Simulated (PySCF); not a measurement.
Cost of one run: core-ionisation job, `C(C)(C)(C)[SiH2]C` (SiH2Me(tBu)).

Method: delta-SCF UKS SCAN, pcX-2 on the ionised atom, pcseg-1 elsewhere, spin-free X2C (PySCF 2.14.0). Geometry: PBE0-D3(BJ)/def2-SVP. Work: ΔSCF core ionisation, 5 holes, density fitting. The command runs a driver script over a list of jobs; the input below is this job's line of settings and its coordinates in Å.

Command:
```bash
OMP_NUM_THREADS=1 python probes_run.py task.json out
```

Input:
```
{"job": {"kind": "xps", "metal_2p": true}, "charge": 0, "multiplicity": 1}
Si     0.861260     0.957945     0.605882
H      0.898735     0.927801     2.105354
H      2.277519     0.928206     0.113963
C      0.030105     2.543897     0.027191
H      0.039369     2.617864    -1.071230
H      0.553941     3.424923     0.428414
H     -1.016500     2.591181     0.365671
C     -0.034208    -0.610306    -0.013211
C      0.744461    -1.833539     0.478147
C     -0.078513    -0.603007    -1.543592
C     -1.457543    -0.642683     0.549626
H      0.254976    -2.765116     0.141812
H      1.776202    -1.844460     0.091657
H      0.798666    -1.868917     1.578273
H      0.931404    -0.564053    -1.983390
H     -0.649613     0.254186    -1.935132
H     -0.566365    -1.519763    -1.920025
H     -2.054681     0.220749     0.214355
H     -1.462104    -0.647075     1.651621
H     -1.984710    -1.553693     0.213964
```

Hardware: one thread of an Arm Neoverse V1, no GPU (shared host). PySCF's memory limit was set to 2400 MB.

Task: How large is the largest of the mixed bases?

Result: 200 functions.

Task: Which is nearest to the wall time?
A. 7.6 s
B. 61 s
C. 8.1 min

Result: B. The run took 61 s. The run took 73 SCF cycles in all, 12 s a hole on average.

Task: Estimate the peak memory.

Result: About 0.69 GiB. Peak memory is the resident size of the whole Python process, interpreter and libraries included.

Other jobs ran on the host; a repeat could differ by tens of per cent or more.

The run converged: Si1s of Si1 1845.75 eV; Si2p of Si1 106.19 eV (mean of the 2p shell); C1s of C4 290.07 eV; C1s of C8 289.99 eV; C1s of C9 290.34 eV; one atom stands for each set of equivalent ones.
